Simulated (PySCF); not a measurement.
# HSnO + H₂O → SnH₃ + O₂

Level: PBE0 in the def2-TZVP basis family, computed in PySCF with density fitting; scalar-relativistic core potentials for atoms from Rb on, none lighter, no spin–orbit coupling; open shells unrestricted.

| species | state and structure | ZPE (kJ/mol) | H(298 K) − H(0) (kJ/mol) | S° (J/(mol K)) |
| --- | --- | --- | --- | --- |
| HSnO | doublet, Cs, Sn–H 1.778 Å, Sn–O 1.913 Å; H–Sn–O 96.1° | 15.2 | 11.5 | 270.9 |
| H₂O | singlet, C2v, O–H 0.960 Å (×2); H–O–H 105.1° | 56.5 | 9.9 | 188.7 |
| SnH₃ | doublet, C3v, Sn–H 1.715 Å (×3); H–Sn–H 109.7° (×3) | 46.3 | 10.9 | 240.1 |
| O₂ | triplet, D∞h, O–O 1.193 Å | 10.3 | 8.7 | 204.9 |

Q: Is the gas-phase reaction uphill or downhill in electronic energy at this level, and by how much?

A: At PBE0/def2-TZVP, ΔE = 292.1 kJ/mol, uphill. 

Q: Add zero-point, thermal and entropy terms for 298.15 K and 1 bar.

A: ΔZPE = -15.1 and Δ[H(298) − H(0)] = -1.8 kJ/mol give ΔH° = 275.2 kJ/mol. ΔS° = -14.6 J/(mol K), so ΔG° = 275.2 − 298.15 × (-0.0146) = 280 kJ/mol.

Only the bonding shown was studied: isomers, or loss of a ligand pair, can lie lower.
